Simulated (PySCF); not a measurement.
# How the method changes the shape and vibrations of AlBCH2

All numbers below are calculated, not measured. They come from PySCF 2.14.0, an open-source quantum chemistry program, on an isolated molecule that a program drew, which may never have been made. The molecule is AlBCH2 (charge 0, singlet), drawn as the SMILES string `C=[B][Al]`.

The geometry was optimised and harmonic frequencies were computed with HF and MP2, all in the cc-pV(D+d)Z basis, for the commonest isotopes, with a restricted reference for singlets and an unrestricted one otherwise, and a frozen core in MP2. Each result is a local minimum of its method.

Geometry at the HF minimum:
```xyz
5
AlBCH2, angstrom
C     1.2488   -0.5586   -1.3905
B     1.6006   -1.2245   -0.2131
Al    2.1594   -2.2824    1.6577
H     0.3723   -0.8309   -1.9730
H     1.8323    0.2679   -1.7883
```

Lengths of the bonds as drawn, in Å (atoms numbered as above):
| bond | HF | MP2 |
|---|---|---|
| C1-B2 | 1.398 | 1.416 |
| B2-Al3 | 2.221 | 2.219 |
| C1-H4 | 1.087 | 1.099 |
| C1-H5 | 1.087 | 1.099 |

Rotational constants, in GHz:
```
constant,HF,MP2
A,297.3,289.8
B,3.746,3.717
C,3.699,3.67
```

Harmonic frequencies in cm^-1, each column in rising order, so a row needn't be the same motion in every method:
```
rank,HF,MP2
1,168,141
2,178,146
3,407,401
4,620,488
5,856,?
6,1367,1261
7,1629,1509
8,3278,3169
9,3355,3259
```

**Estimate the missing MP2 frequency from the HF column.**

A single factor s that minimises the squared misfit of MP2 against s times HF over the other rows is sum(HF x MP2) / sum(HF^2) = 0.9589, with an rms misfit of 50 cm^-1. For rank 5 it gives 0.9589 x 856 = 821 cm^-1. The calculation gives 703 cm^-1, 118 cm^-1 below the estimate. The drawn bonds are on average 0.9 % longer in MP2 than in HF.
